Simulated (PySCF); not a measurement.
Compound: C₆H₈F₃P.
Atom-mapped SMILES: `[CH3:1][C:2]#[C:3][P:4]([CH3:5])[CH2:6][C:7]([F:8])([F:9])[F:10]` (hydrogens: H11, H12, H13 on C1; H14, H15, H16 on C5; H17, H18 on C6)

The same species was optimised twice, with GFN2-xTB and with PBE0-D3(BJ)/def2-SVP (PySCF), and the same property calculations (PySCF, gas phase) were run on both structures.

```tsv
coordinate	GFN2-xTB	PBE0-D3(BJ)/def2-SVP	change
P4–C6 (Å)	1.889	1.873	-0.016
C2≡C3 (Å)	1.205	1.218	+0.013
C7–F10 (Å)	1.346	1.337	-0.009
C1–C2 (Å)	1.444	1.451	+0.007
C7–F8 (Å)	1.341	1.335	-0.006
P4–C5 (Å)	1.854	1.848	-0.006
C3–P4 (Å)	1.766	1.768	+0.002
C6–C7 (Å)	1.503	1.505	+0.002
C7–F9 (Å)	1.344	1.342	-0.002
P4–C6–C7 (°)	110.0	114.6	+4.6
C3–P4–C5 (°)	97.5	100.4	+2.9
C3–P4–C6 (°)	94.4	97.1	+2.7
C1–C2–C3 (°)	177.1	179.7	+2.6
C5–P4–C6 (°)	98.9	101.0	+2.1
C2–C3–P4 (°)	172.5	174.2	+1.7
C6–C7–F10 (°)	112.7	111.0	-1.7
F8–C7–F10 (°)	106.3	107.4	+1.1
C3–P4–C6–C7 (°)	-179	-178	+1
P4–C6–C7–F8 (°)	-49	-55	-6
```

Rotational constants: A = 2257, B = 521.5, C = 480.0 MHz (GFN2-xTB) against A = 2211, B = 512.0, C = 468.8 MHz (PBE0-D3(BJ)/def2-SVP). Point groups within 0.08 Å: C1 and C1.

On the GFN2-xTB structure: HOMO (eV) -6.88 [PBE0/pcSseg-1]; LUMO (eV) 0.10 [PBE0/pcSseg-1]; dipole (D) 3.73 [PBE0/pcSseg-1]; GIAO shielding of C1 (ppm) 180.8 [PBE0/pcSseg-1]; GIAO shielding of C2 (ppm) 75.3 [PBE0/pcSseg-1]; GIAO shielding of C3 (ppm) 102.7 [PBE0/pcSseg-1]; GIAO shielding of P4 (ppm) 406.3 [PBE0/pcSseg-1]; GIAO shielding of C5 (ppm) 167.7 [PBE0/pcSseg-1]; GIAO shielding of C6 (ppm) 142.8 [PBE0/pcSseg-1]; GIAO shielding of C7 (ppm) 51.6 [PBE0/pcSseg-1]; GIAO shielding of F8/F9/F10 (mean) (ppm) 245.3 [PBE0/pcSseg-1].

Problem. What do these properties become on the PBE0-D3(BJ)/def2-SVP structure?

Solution. 
```
                                    property          level  on GFN2-xTB  on PBE0-D3(BJ)/def2-SVP  change
                                   HOMO (eV)  PBE0/pcSseg-1        -6.88                    -6.72   +0.16
                                   LUMO (eV)  PBE0/pcSseg-1         0.10                     0.02   -0.08
                                  dipole (D)  PBE0/pcSseg-1         3.73                     3.56   -0.17
energy, GFN2-xTB geometry as zero (kcal/mol)  PBE0/pcSseg-1          0.0                     -1.3    -1.3
                  GIAO shielding of C1 (ppm)  PBE0/pcSseg-1        180.8                    178.3    -2.5
                  GIAO shielding of C2 (ppm)  PBE0/pcSseg-1         75.3                     73.1    -2.2
                  GIAO shielding of C3 (ppm)  PBE0/pcSseg-1        102.7                    102.0    -0.7
                  GIAO shielding of P4 (ppm)  PBE0/pcSseg-1        406.3                    395.7   -10.6
                  GIAO shielding of C5 (ppm)  PBE0/pcSseg-1        167.7                    167.8    +0.1
                  GIAO shielding of C6 (ppm)  PBE0/pcSseg-1        142.8                    144.9    +2.1
                  GIAO shielding of C7 (ppm)  PBE0/pcSseg-1         51.6                     53.5    +1.9
    GIAO shielding of F8/F9/F10 (mean) (ppm)  PBE0/pcSseg-1        245.3                    250.2    +4.9
```

The heavy atoms differ by 0.064 Å rms after alignment. Among bonds between heavy atoms P4–C6 changes most (-0.016 Å). Changes are differences of the printed values. Neither structure is proved a minimum here.

Conformer computed: `[CH3:1][C:2]#[C:3][P:4]([CH3:5])[CH2:6][C:7]([F:8])([F:9])[F:10]`: C3–P4–C6–C7 -178°, P4–C6–C7–F8 -55°.
